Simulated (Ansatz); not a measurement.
Cartesian coordinates in Å:
```
O -1.2363 -2.3938 0.5728
C -0.5001 -1.5438 0.2800
N 0.3027 -0.7141 -0.0679
Ge 0.6796 1.0484 0.2467
Cl -1.0656 2.1946 -0.2933
H 1.8199 1.4087 -0.7384
```

Total charge 0; spin multiplicity 2.

Question: List the CAM-B3LYP/def2-TZVPP orbital energies in eV (the Gaussian-basis code of Ansatz). (Best estimate.)

Answer: The calculation gave: α occupied: -10853.88, -2764.66, -1358.03, -1209.01, -1208.98, -1208.96, -524.14, -392.46, -283.02, -259.41, -198.49, -198.33, -198.31, -172.87, -123.21, -123.16, -123.08, -36.81, -36.75, -36.69, -36.66, -36.63, -32.88, -28.10, -24.88, -19.04, -16.27, -15.22, -15.12, -14.55, -12.79, -11.63, -11.13, -10.83, -10.36, -8.26. α empty: 0.43, 1.05, 1.64, 2.26, 2.93, 3.41, 5.04, 5.67. β occupied: -10853.84, -2764.63, -1358.00, -1208.98, -1208.96, -1208.94, -524.11, -392.42, -283.01, -259.39, -198.43, -198.29, -198.29, -172.81, -123.15, -123.09, -123.04, -36.75, -36.68, -36.60, -36.59, -36.56, -32.83, -27.98, -24.72, -18.69, -16.19, -15.08, -15.01, -14.22, -12.38, -11.25, -10.96, -10.54, -10.31. β empty: -2.97, 0.63, 1.36, 1.80, 2.57, 3.07, 3.55, 5.21. ⟨S²⟩ = 0.754.
